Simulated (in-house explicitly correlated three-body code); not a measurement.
Computed with an exponentially correlated three-body code. Model: two electrons around a point charge, non-relativistic, variational in 260 exponentially correlated functions (energies converged to about 1e-7 hartree, or 1e-8 relative for large Z).

Command:
```bash
python run_hyl.py task.json out
```
Settings (lengths in bohr, energies in hartree):
```
Z                      2.5
nuclear_mass           100000
interaction_strength   1
functions              260
states_tried           13
```

Cost of the run: 37 s on 1 thread of Intel(R) Xeon(R) Platinum 8375C CPU @ 2.90GHz (Ice Lake), with other jobs on the host.

**Those bound S and P states to n = 4 that converged, binding against the one-electron ion.**

Given: nuclear charge 2.5; mass of the centre 100000 electron masses.

Computed: one-electron threshold -3.12496875 hartree.

| term | energy (hartree) | binding (eV) |
| --- | --- | --- |
| 1 1S | -4.84186556 | 46.719 |
| 2 3S | -3.48648019 | 9.8372 |
| 2 1S | ? | ? |
| 2 3P | -3.42357167 | 8.1254 |
| 2 1P | -3.40270387 | 7.5576 |
| 3 3S | ? | ? |
| 3 1S | -3.25860833 | 3.6365 |
| 3 3P | -3.25520393 | 3.5439 |
| 3 1P | -3.2488422 | 3.3708 |
| 4 3S | -3.20393651 | 2.1488 |
| 4 1S | -3.19884187 | 2.0102 |
| 4 3P | -3.19749149 | 1.9734 |
| 4 1P | -3.19479841 | 1.9002 |

Task: What belongs in the row 2 1S?

Result: energy (hartree): -3.4373247; binding (eV): 8.4996.

Task: What belongs in the row 3 3S?

Result: energy (hartree): -3.27137211; binding (eV): 3.9838.

**Converged states only, values per electron or pair.**

| term | mean r (bohr) | mean r squared (bohr²) | mean inverse r (1/bohr) | mean r12 (bohr) | mean inverse r12 (1/bohr) | mean cosine | mean p1 dot p2 (bohr⁻²) | delta r1 (bohr⁻³) | delta r12 (bohr⁻³) |
| --- | --- | --- | --- | --- | --- | --- | --- | --- | --- |
| 1 1S | 0.70853 | 0.6867 | 2.1881 | 1.0736 | 1.2566 | -0.052011 | 0.22368 | 3.7874 | 0.26472 |
| 2 3S | 1.8788 | 6.0588 | 1.4678 | 3.2418 | 0.366 | -0.014235 | 0.012414 | 2.6147 | - |
| 2 1S | 2.1148 | 7.9092 | 1.4474 | 3.6941 | 0.36235 | -0.015073 | 0.01556 | 2.5896 | 0.027664 |
| 2 3P | 1.8436 | 6.0106 | 1.4474 | 3.1864 | 0.38987 | -0.047863 | -0.16427 | 2.4521 | - |
| 2 1P | 1.9957 | 7.1243 | 1.4347 | 3.449 | 0.36797 | 0.0027537 | 0.1276 | 2.491 | 0.0034279 |
| 3 3S | ? | ? | ? | ? | ? | ? | ? | ? | - |
| 3 1S | ? | ? | ? | ? | ? | ? | ? | ? | ? |
| 3 3P | 4.2823 | 36.866 | 1.3362 | 8.0018 | 0.17066 | -0.013132 | -0.0439 | 2.4773 | - |
| 3 1P | 4.509 | 41.032 | 1.3325 | 8.444 | 0.1648 | 0.00093642 | 0.03874 | 2.4879 | 0.0011702 |
| 4 3S | 7.4333 | 114.74 | 1.3003 | 14.284 | 0.093679 | -0.0016604 | 0.0013277 | 2.5001 | - |
| 4 1S | 7.9191 | 130.86 | 1.2981 | 15.254 | 0.092732 | -0.0019438 | 0.0018405 | 2.4985 | 0.0033171 |
| 4 3P | 7.7205 | 125.27 | 1.2981 | 14.86 | 0.095376 | -0.0053575 | -0.017723 | 2.4828 | - |
| 4 1P | 8.0227 | 135.5 | 1.2965 | 15.46 | 0.093002 | 0.0004034 | 0.016433 | 2.4872 | 0.0005171 |

Task: What belongs in the row 3 3S?

Result: mean r (bohr): 4.1561; mean r squared (bohr²): 34.026; mean inverse r (1/bohr): 1.3417; mean r12 (bohr): 7.7454; mean inverse r12 (1/bohr): 0.16577; mean cosine: -0.0040683; mean p1 dot p2 (bohr⁻²): 0.003318; delta r1 (bohr⁻³): 2.5202.

Task: What belongs in the row 3 1S?

Result: mean r (bohr): 4.5161; mean r squared (bohr²): 40.612; mean inverse r (1/bohr): 1.3362; mean r12 (bohr): 8.4605; mean inverse r12 (1/bohr): 0.16389; mean cosine: -0.004605; mean p1 dot p2 (bohr⁻²): 0.0044488; delta r1 (bohr⁻³): 2.5155; delta r12 (bohr⁻³): 0.0079963.
